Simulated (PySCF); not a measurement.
C₂H₃BF₂O, SMILES CC(=O)B(F)F. Atoms are numbered in the order given.

```xyz
9

C     -0.8733    -1.7658     0.0000
C      0.2712    -0.7788     0.0000
O      1.4351    -1.1233     0.0000
B     -0.0724     0.8011     0.0000
F      0.8846     1.7009     0.0000
F     -1.3290     1.2153     0.0000
H     -1.5116    -1.6019    -0.8842
H     -1.5116    -1.6019     0.8842
H     -0.4844    -2.7933     0.0000
```

Geometry optimised at ωB97X-D3(BJ)/def2-SVP. The structure was generated by enumeration, and PubChem lists no compound with its InChIKey, so it may never have been made. One conformer was computed; it need not be the lowest.

All values below come from PBE/def2-TZVP in PySCF.

Symmetry labels are those of the subgroup Cs that the program uses (full group Cs).

Computed valence orbital energies around the gap with their symmetry:
```tsv
orbital	symmetry	energy (eV)
HOMO−7	A"	-11.14
HOMO−6	A'	-10.88
HOMO−5	A"	-10.86
HOMO−4	A'	-10.80
HOMO−3	A'	-10.27
HOMO−2	A'	-9.45
HOMO−1	A"	-9.33
HOMO	A'	-5.91
LUMO	A"	-3.38
LUMO+1	A'	-0.08
LUMO+2	A"	0.10
LUMO+3	A'	0.99
```
